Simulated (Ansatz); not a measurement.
`C/[C]([AlH2])=C\O` + H₂ → `O/C=[CH]\[AlH2]` + CH₄ at 298.15 K and 1 bar (hydrogenolysis of a C–C bond).

Isolated molecules relaxed with PBE0-D4/def2-TZVP in Ansatz; ΔE leaves out vibrations. CCSD(T)/CBS adds triple-zeta CCSD(T) − MP2 to the extrapolated MP2 energy (def2 sets, frozen cores). This one scheme is used for every species. Double bonds are as drawn, so ΔE can hold a change between cis and trans. One conformer a species, not always the lowest.

| species | CCSD(T)/CBS energy (Eh) | H − E (kJ/mol) | S (J/(mol·K)) |
| --- | --- | --- | --- |
| `C/[C]([AlH2])=C\O` | -435.52476 | 254.7 | 345.6 |
| H₂ | -1.17544 | 35.1 | 130.4 |
| `O/C=[CH]\[AlH2]` | -396.26276 | 177.3 | 305.9 |
| CH₄ | -40.46206 | 127.4 | 186.2 |

H − E and S are ideal-gas, rigid-rotor, harmonic terms from PBE0-D4/def2-TZVP, for one conformer and one mirror image of each species. For small species the MP2-based limit differs from directly extrapolated CCSD(T) by up to some mEh (0.8 for H₂); such offsets cancel only in part. 1 Eh = 2625.50 kJ/mol, R = 8.31446 J/(mol·K).

Question: By hand: ΔE, ΔH, ΔS and ΔG.

Answer: ΔE = (-396.26276) + (-40.46206) − (-435.52476) − (-1.17544) = -0.02462 Eh = -64.6 kJ/mol. Δ(H − E) = 177.3 + 127.4 − 254.7 − 35.1 = 14.9, so ΔH = -49.7 kJ/mol. ΔS = 305.9 + 186.2 − 345.6 − 130.4 = 16.1 J/(mol·K). ΔG = -49.7 − 298.15 × (16.1)/1000 = -54.5 kJ/mol.

Question: By hand: the equilibrium constant, and the temperature at which ΔG would vanish if ΔH and ΔS stayed fixed.

Answer: log₁₀ K = −ΔG/(RT ln 10) = 9.5. ΔH and −TΔS have one sign here, so there is no such temperature.

ΔH outweighs TΔS. A doubt of 5 kJ/mol in ΔE shifts log₁₀ K by 0.9 here. Other conformers and mirror images would add mixing entropy, several J/(mol·K) or more a flexible species. These are equilibria of isolated gas molecules and say nothing of rates. Largest T1 diagnostic: 0.013 (customary marks: 0.02 for closed shells, 0.045 for open ones).
